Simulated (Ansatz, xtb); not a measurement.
## ClHOSi2: 7 structures ranked

7 gas-phase structures of ClHOSi2, found in a search over its isomers (lower ones may exist). Each was relaxed with GFN2-xTB; where two conformers were screened, the lower at r2SCAN-D4/def2-SVP is listed:

A. a singlet given by its coordinates
B. `O=[SiH][Si]Cl`, a triplet
C. `O=[Si]([SiH])Cl`, a triplet
D. `Cl[Si@@H]1O[Si]1`, a singlet
E. `O=[Si]([SiH])Cl`, a singlet
F. a singlet given by its coordinates
G. `O=[SiH][Si]Cl`, a singlet

F (Å):

```xyz
5

Cl   -0.9076   -1.0263   -1.4934
O     0.5375   -0.6728    0.9506
Si   -1.0146   -0.8423    0.5852
Si    2.1527   -0.3988    0.8179
H     2.0408    1.0863    0.7559
```

Close contacts (Å): Cl1–Si3 2.09, O2–Si3 1.60, O2–Si4 1.64, Si4–H5 1.49.

A (Å):

| atom | x (Å) | y (Å) | z (Å) |
| --- | --- | --- | --- |
| Cl | -1.2514 | -1.6398 | 0.8028 |
| O | -1.5063 | 3.0376 | 1.6240 |
| Si | -1.8603 | 1.8452 | 0.7718 |
| Si | -0.9462 | 0.0986 | -0.2938 |
| H | -1.9017 | -0.1296 | -1.4158 |

Close contacts (Å): Cl1–Si4 2.08, O2–Si3 1.51, Si3–Si4 2.24, Si4–H5 1.49.

Question: Which do you expect lowest at r2SCAN-D4/def2-SVP, and how would the others follow?

Answer: Calculated order at r2SCAN-D4/def2-SVP: D (0.0), F (11.5), A (130.2), E (157.2), G (169.5), C (174.6), B (194.1) kJ/mol.

Energies above the lowest of each column, in kJ/mol; the last columns are at B3LYP-D3(BJ)/def2-SVP geometries and were run for some of them only (a dash: not run or not comparable):

```
structure  GFN2-xTB  HF/STO-3G  r2SCAN-D4/def2-SVP  B3LYP-D3(BJ)/def2-SVP  CCSD(T)/def2-TZVP
        D      43.4       71.8                 0.0                   21.8                1.7
        F       6.2        0.0                11.5                    0.0                0.0
        A       1.8      256.5               130.2                      –                  –
        E      35.6      300.1               157.2                      –                  –
        G       0.0      304.2               169.5                      –                  –
        C         –      288.8               174.6                      –                  –
        B         –      293.6               194.1                      –                  –
```

CCSD(T)/def2-TZVP puts F lowest of those it was run on, with D within 1 kcal/mol; GFN2-xTB picks G. CCSD(T)/def2-TZVP orders those it was run on as F (0.0), D (1.7) kJ/mol. Less than 1 kcal/mol parts F and D, so the order within that pair means little. Some further structures that were screened fall inside this span and aren't listed. Flexible structures stand in one conformer each, not always the lowest. Frequencies (B3LYP-D3(BJ)/def2-SVP) were run for D, F alone. GFN2-xTB has no spin polarisation and isn't compared across spin states. Open shells are spin-unrestricted, some with notable spin contamination.

Over these structures GFN2-xTB departs from r2SCAN-D4/def2-SVP by 76.3 kJ/mol on average once a common shift is removed. A GFN2-xTB relaxation took about 0.058 s and the r2SCAN-D4/def2-SVP energy about 0.62 s on a shared host (Ansatz 0.2.0, xtb 6.7.1).
